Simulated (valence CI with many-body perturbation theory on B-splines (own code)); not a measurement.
## Forbidden lines of Bi77+

Computed by configuration interaction combined with many-body perturbation theory (CI+MBPT): four valence electrons over a frozen Dirac-Fock core [He], a basis of 11 s, 11 p, 10 d, 8 f, 5 g, 2 h functions for each j, with the one-electron correlation potential Σ1, the two-electron term Σ2, the three-electron term Σ3, Breit, model QED; selected CI, second order for the rest, scaled by the run's own slope (own B-spline code, finite nucleus).

The last digits are not significant, and no measured levels were compared; by estimate large intervals hold to a few tenths of a per cent, small ones and those within an open d or f shell to about a per cent. Among the levels kept, up to 1100 cm⁻¹ of a level comes from second order outside the variational space, and about a tenth of that is noise between levels of different J, which matters for small intervals.

Lines 1 to 50 of 86 in falling wavelength, among levels below 19711 eV, chosen from the decays that carry over 1 % of a level's rate. Wavelengths and rates use the calculated energies. Electric multipoles are in the length gauge, E1 and E2 with the static RPA response of the core. Weak lines are less certain than strong ones. Lines between different terms over intervals too small for the method are left out, as are lines whose strength nearly cancels. The highest levels of a list are the least certain.

Levels are named by their leading jj configuration (3d3/2^4 stands for four electrons in 3d with j = 3/2), which in mixed levels can hold well under half, so a name can repeat and another be missing. Letters in brackets count levels of one name in rising energy.

```csv
λ vac (nm),Upper,Lower,Type,A (s⁻¹),Branch %
0.5121,(2s^2 2p1/2 2p3/2) J=1,(2s^2 2p1/2^2) J=0,M1,8.45e+10,100.0
0.5084,(2s^2 2p1/2 2p3/2) J=2,(2s^2 2p1/2^2) J=0,E2,7.41e+08,100.0
0.5051,(2s^2 2p3/2^2) J=2,(2s^2 2p1/2 2p3/2) J=2,M1,6.56e+10,20.1
0.5046,(2s^2 2p3/2 3d5/2) J=4,(2s^2 2p1/2 3d5/2) J=3,M1,4.92e+10,1.8
0.5014,(2s^2 2p3/2^2) J=2,(2s^2 2p1/2 2p3/2) J=1,M1,6.51e+10,19.9
0.4867,(2s^2 2p3/2^2) J=0,(2s^2 2p1/2 2p3/2) J=1,M1,1.40e+11,39.6
0.1100,(2s 2p1/2^2 3p1/2) J=0,(2s 2p1/2^2 2p3/2) J=1,M1,1.94e+11,2.0
0.1092,(2s^2 2p3/2 3p1/2) J=2,(2s^2 2p3/2^2) J=0,E2,1.12e+12,8.8
0.1090,(2s^2 2p1/2 3p1/2) J=1,(2s^2 2p1/2 2p3/2) J=2,E2,2.94e+12,43.4
0.1090,(2s^2 2p1/2 3p1/2) J=1,(2s^2 2p1/2 2p3/2) J=2,M1,1.65e+11,2.4
0.1090,(2s 2p1/2^2 3p1/2) J=0,(2s 2p1/2^2 2p3/2) J=2,E2,5.84e+12,60.9
0.1088,(2s^2 2p1/2 3p1/2) J=1,(2s^2 2p1/2 2p3/2) J=1,E2,2.94e+12,43.4
0.1085,(2s^2 2p3/2 3p1/2) J=1,(2s^2 2p3/2^2) J=2,E2,2.97e+12,20.8
0.1085,(2s^2 2p3/2 3p1/2) J=1,(2s^2 2p3/2^2) J=2,M1,1.64e+11,1.1
0.1085,(2s^2 2p3/2 3p1/2) J=2,(2s^2 2p3/2^2) J=2,E2,4.10e+12,32.2
0.1084,(2s^2 2p1/2 3p1/2) J=0,(2s^2 2p1/2 2p3/2) J=2,E2,5.81e+12,49.4
0.1083,(2s^2 2p1/2 3p1/2) J=0,(2s^2 2p1/2 2p3/2) J=1,M1,1.91e+11,1.6
0.1080,(2s 2p3/2^2 3p1/2) J=0,(2s 2p3/2^3) J=2,E2,3.09e+12,8.8
0.1037,(2s^2 2p3/2 3d5/2) J=4,(2s 2p1/2 2p3/2^2) J=2 [b],E2,6.58e+10,2.5
0.1035,(2s 2p1/2 2p3/2 3p3/2) J=4,(2s 2p1/2 2p3/2^2) J=2 [b],E2,1.72e+11,2.1
0.1028,(2s^2 2p3/2 3d5/2) J=4,(2s 2p1/2 2p3/2^2) J=3,E2,5.05e+11,19.0
0.1026,(2s 2p1/2 2p3/2 3p3/2) J=0 [b],(2s 2p1/2 2p3/2^2) J=2 [b],E2,3.33e+12,5.7
0.1026,(2s 2p1/2 2p3/2 3p3/2) J=3 [a],(2s 2p1/2 2p3/2^2) J=2 [a],E2,1.88e+12,2.8
0.1026,(2s^2 2p3/2 3p3/2) J=2,(2s^2 2p3/2^2) J=0,E2,1.20e+12,5.9
0.1026,(2s 2p1/2 2p3/2 3p3/2) J=4,(2s 2p1/2 2p3/2^2) J=3,E2,1.40e+12,17.2
0.1025,(2s 2p1/2 2p3/2 3p3/2) J=1 [d],(2s 2p1/2 2p3/2^2) J=2 [b],E2,1.89e+12,1.9
0.1024,(2s 2p1/2 2p3/2 3p3/2) J=1 [d],(2s 2p1/2 2p3/2^2) J=1 [a],E2,1.68e+12,1.7
0.1024,(2s 2p1/2^2 3p3/2) J=2,(2s 2p1/2^2 2p3/2) J=2,E2,1.99e+12,1.9
0.1024,(2s^2 2p3/2 3d5/2) J=4,(2s 2p1/2 2p3/2^2) J=2 [a],E2,3.24e+10,1.2
0.1023,(2s^2 2p1/2 3p3/2) J=2,(2s^2 2p1/2 2p3/2) J=2,E2,2.06e+12,17.4
0.1023,(2s^2 2p1/2 3p3/2) J=1,(2s^2 2p1/2 2p3/2) J=2,E2,1.48e+12,16.4
0.1022,(2s^2 2p3/2 3p3/2) J=3,(2s^2 2p3/2^2) J=2,E2,2.35e+12,12.4
0.1022,(2s^2 2p3/2 3p3/2) J=1,(2s^2 2p3/2^2) J=2,E2,2.36e+12,11.2
0.1022,(2s^2 2p1/2 3p3/2) J=2,(2s^2 2p1/2 2p3/2) J=1,E2,8.96e+11,7.6
0.1022,(2s^2 2p1/2 3p3/2) J=1,(2s^2 2p1/2 2p3/2) J=1,E2,1.49e+12,16.4
0.1022,(2s 2p1/2 2p3/2 3p3/2) J=4,(2s 2p1/2 2p3/2^2) J=2 [a],E2,9.04e+10,1.1
0.1017,(2s^2 2p3/2 3p3/2) J=0,(2s^2 2p3/2^2) J=2,E2,6.02e+12,23.8
0.1015,(2s 2p1/2 2p3/2 3p3/2) J=1 [d],(2s 2p1/2 2p3/2^2) J=3,E2,1.04e+12,1.1
0.1012,(2s 2p1/2 2p3/2 3p3/2) J=0 [b],(2s 2p1/2 2p3/2^2) J=2 [a],E2,8.12e+11,1.4
0.1004,(2s 2p1/2 2p3/2 3d5/2) J=5,(2s 2p1/2 2p3/2^2) J=3,M2,2.05e+11,53.0
0.1004,(2s 2p1/2 2p3/2 3d5/2) J=5,(2s 2p1/2 2p3/2^2) J=3,E3,1.18e+10,3.0
0.1000,(2s^2 2p3/2 3d5/2) J=4,(2s^2 2p3/2^2) J=2,M2,1.49e+11,5.6
0.08565,(2s 2p1/2 2p3/2 3p3/2) J=3 [a],(2s 2p1/2^2 2p3/2) J=2,E2,8.59e+11,1.3
0.08552,(2s^2 2p3/2 3d5/2) J=4,(2s 2p1/2^2 2p3/2) J=2,E2,2.67e+11,10.0
0.08536,(2s 2p1/2 2p3/2 3p3/2) J=4,(2s 2p1/2^2 2p3/2) J=2,E2,3.00e+12,36.8
0.08524,(2s 2p1/2 2p3/2 3p3/2) J=1 [d],(2s 2p1/2^2 2p3/2) J=1,E2,1.86e+12,1.9
0.08519,(2s^2 2p1/2 3p3/2) J=2,(2s^2 2p1/2^2) J=0,E2,2.99e+12,25.2
0.08518,(2s^2 2p1/2 3p3/2) J=1,(2s^2 2p1/2^2) J=0,M1,1.10e+11,1.2
0.08503,(2s^2 2p3/2 3p3/2) J=3,(2s^2 2p1/2 2p3/2) J=2,E2,1.52e+12,8.1
0.08502,(2s^2 2p3/2 3p3/2) J=1,(2s^2 2p1/2 2p3/2) J=2,E2,3.26e+12,15.4
```
